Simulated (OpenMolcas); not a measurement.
**Lines of Ni²⁺: computed and rescaled rates**

| Quantity | Value |
| --- | --- |
| Program | OpenMolcas 26.06 |
| Method | MS-CASPT2, IPEA 0.25 Eh, imaginary shift 0.1 Eh (closed shells correlated: 3s 3p) |
| Basis | ANO-RCC-VTZP [6s5p3d2f1g] |
| Scalar Hamiltonian | DKH2, point nucleus |
| Active space | 8 electrons in 6 orbitals (3d 4s) |
| State averaging | 2S+1 = 5 even, 10 roots; 2S+1 = 3 even, 55 roots; 2S+1 = 1 even, 50 roots |
| Spin-orbit coupling | RASSI with atomic mean-field integrals over the reference wave functions, term energies averaged over their components |

Rates come from the transition moments of the reference wave functions (E1 and E2 in the length form). At fixed line strength A goes as λ^-3 for E1 and M1 and as λ^-5 for E2, so a rate at the computed wavelength can be rescaled to the measured one. Measured vacuum wavelengths follow from level energies in Corliss and Sugar, J. Phys. Chem. Ref. Data 10, 197 (1981). Branching counts decays inside the model space alone, at computed energies, and the table is only a selection of the E2 and M1 lines, drawn from those between levels with measured partners whose computed energy lies within a factor of 1.5 of the measured one.

```
               Upper    Lower  Type  λ computed (nm)  λ measured (nm)  A computed (s-1)  A rescaled (s-1)  Branching %
             3d⁸ ³F₂  3d⁸ ³F₃    M1            10440            11000          3.15e-02          2.69e-02        100.0
             3d⁸ ³F₃  3d⁸ ³F₄    M1             6914             7349          7.90e-02          6.58e-02        100.0
             3d⁸ ³P₂  3d⁸ ¹D₂    M1             2836             3802          1.51e-01                           52.1
             3d⁸ ³P₁  3d⁸ ¹D₂    M1             2556             3394          1.25e-01                           70.3
             3d⁸ ¹D₂  3d⁸ ³F₃    M1            852.3            789.2          5.54e-01                           70.7
             3d⁸ ³P₀  3d⁸ ³F₂    E2            668.6            668.4          4.29e-02          4.30e-02         97.6
             3d⁸ ¹G₄  3d⁸ ³F₃    M1              468            459.8          1.91e-01                           33.0
             3d⁸ ¹G₄  3d⁸ ³F₄    M1            438.4            432.7          3.87e-01                           66.8
             3d⁸ ¹S₀  3d⁸ ¹D₂    E2            256.7            259.7          1.16e+01          1.09e+01         62.6
          3d⁷ 4s ⁵F₂  3d⁸ ³F₂    E2            182.6            186.3          2.04e-01                           82.0
          3d⁷ 4s ⁵F₅  3d⁸ ³F₄    E2            181.8            186.2          6.55e-02                           92.7
          3d⁷ 4s ⁵F₁  3d⁸ ³F₂    E2            181.4            185.1          3.78e-02                           54.0
          3d⁷ 4s ⁵F₃  3d⁸ ³F₃    E2            181.2              185          3.58e-01                           68.4
          3d⁷ 4s ⁵F₄  3d⁸ ³F₄    E2            178.9              183          6.73e-01                           87.3
          3d⁷ 4s ⁵F₁  3d⁸ ³F₃    E2            178.3              182          2.39e-02                           34.2
          3d⁷ 4s ⁵P₁  3d⁸ ³P₂    E2            175.5            181.2          6.30e-01                           39.0
3d⁷ 4s ³P₀(1) [56 %]  3d⁸ ³P₂    E2            162.3            161.3          8.33e+01          8.59e+01         65.0
          3d⁷ 4s ¹G₄  3d⁸ ¹D₂    E2            154.5            153.3          6.16e+01          6.40e+01         52.9
          3d⁷ 4s ⁵P₃  3d⁸ ³F₄    E2            137.1            140.7          1.47e-01                           45.8
          3d⁷ 4s ⁵P₂  3d⁸ ³F₄    E2            136.6            140.1          1.69e+00                           53.5
          3d⁷ 4s ³G₃  3d⁸ ³F₂    E2            135.8            135.2          7.58e+01          7.75e+01         78.1
          3d⁷ 4s ³G₄  3d⁸ ³F₃    E2            135.1            134.6          7.67e+01          7.81e+01         77.1
          3d⁷ 4s ³G₅  3d⁸ ³F₄    E2            133.3            133.1          9.97e+01          1.00e+02         94.8
3d⁷ 4s ³P₀(2) [56 %]  3d⁸ ³F₂    E2            128.6            127.6          2.61e+02          2.71e+02         95.4
3d⁷ 4s ³P₁(2) [70 %]  3d⁸ ³F₃    E2            128.3            127.6          1.66e+02          1.71e+02         77.7
```

Spin-changing lines and M1 lines between different terms are not rescaled, since their strength hangs on the term gaps too.

The largest correction is for 3d⁸ ³F₃ → 3d⁸ ³F₄ (M1): 7.90e-02 × (6914 / 7349)^3 = 6.58e-02 s-1, a factor of 0.83.

The computed rate and branching of 3d⁸ ³F₃ → 3d⁸ ³F₄ give the upper level a radiative lifetime of 1.000 / 7.90e-02 s-1 = 1.27e+01 s, counting decays inside the model space alone. The rescaled rate gives about 1.5e+01 s.

The computed order of these levels differs from the measured one in 1 place, and where term gaps are wrong the rates of spin-changing lines can be off by large factors.

These are rates of the free ion; in crystals, glasses and complexes forced electric-dipole and non-radiative decay shorten such lifetimes by orders of magnitude. No measured rate stands beside these. Rescaling mends the energy factor alone: line strengths can still be far off where a level mixes with configurations outside the active space, and weak or spin-changing lines hang on small mixing coefficients that depend on the term gaps too, so rescaling need not improve them.

Term energies are means over components that CASPT2 splits; among the terms shown or strongly mixed into the levels shown the widest spread is 1800 cm-1 (3d⁸ ³F). Some levels mix across a computed gap that differs much from the measured one, so their mixing is not that of the real levels. A single d shell beside an s shell can misplace configurations of different d count against each other. Measured partners are found by configuration, term and J. A level has none where our copy of the source lacks it or the pairing is in doubt (some pairs that miss far off the trend of their configuration count as doubtful). Only configurations of the active space appear.

A share in square brackets marks a mixed level and gives the weight of the term that names it. A number in round brackets counts repeated terms of one configuration in the order of the reference energies.
